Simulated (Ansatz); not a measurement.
Consider the ligand exchange at a Ge–N bond: `C[N](C)[Ge][NH2]` + HBr → `[NH2][Ge][Br]` + dimethylamine.

Gas-phase electronic energies from Ansatz, PBE0-D4/def2-TZVP geometries. CCSD(T)/CBS is the MP2 limit (def2-TZVPP, def2-QZVPP) plus CCSD(T) − MP2 in def2-TZVPP, frozen cores. Functionals use def2-TZVPP. For Br, Ge outer-core shells are correlated without core-valence functions, which leaves a few kJ/mol of doubt a bond. Scalar relativity is left out up to krypton. One conformer a species, not always the lowest.

`C[N](C)[Ge][NH2]`:

Cartesian coordinates in Å:
```
C 1.182 -0.018 -0.143
N -0.233 -0.129 -0.360
C -0.562 -0.810 -1.586
Ge -1.619 0.425 0.714
N -0.676 1.046 2.154
H 1.408 0.645 0.693
H 1.648 -0.993 0.060
H 1.680 0.401 -1.029
H -0.178 -1.840 -1.597
H -0.141 -0.294 -2.460
H -1.647 -0.859 -1.714
H 0.313 0.979 2.336
H -1.175 1.448 2.931
```

HBr:

Z-matrix (Å, degrees):
```
Br
H 1 1.420
```

`[NH2][Ge][Br]`:

Cartesian coordinates in Å:
```
N 0.654 -0.122 0.282
Ge -0.838 0.846 0.618
Br -2.049 0.101 -1.280
H 0.773 -0.737 -0.508
H 1.460 -0.089 0.888
```

`CNC`:

Cartesian coordinates in Å:
```
C -0.754 0.755 -0.567
N 0.199 0.481 0.483
C 0.585 -0.910 0.540
H -0.970 1.824 -0.606
H -1.693 0.237 -0.350
H -0.424 0.431 -1.569
H 1.020 1.060 0.360
H -0.283 -1.517 0.816
H 1.347 -1.055 1.308
H 0.974 -1.307 -0.414
```

```
           species  revPBE-D4 energy (Eh)
`C[N](C)[Ge][NH2]`            -2267.44368
               HBr            -2574.53963
   `[NH2][Ge][Br]`            -4706.82298
             `CNC`             -135.19018
```

Problem. Work out ΔE.

Solution. ΔE = (-4706.82298) + (-135.19018) − (-2267.44368) − (-2574.53963) = -0.02985 Eh = -78.4 kJ/mol. CCSD(T)/CBS gives -75.1 kJ/mol.

Largest T1 diagnostic among the species: 0.014.

From r2SCAN to r2SCAN0 (25 % exact exchange), in def2-TZVPP and without D4, ΔE moves by −3.9 kJ/mol. At CCSD(T), def2-SVP lies +7.6 kJ/mol from the extrapolated value and def2-TZVPP +4.8 kJ/mol.
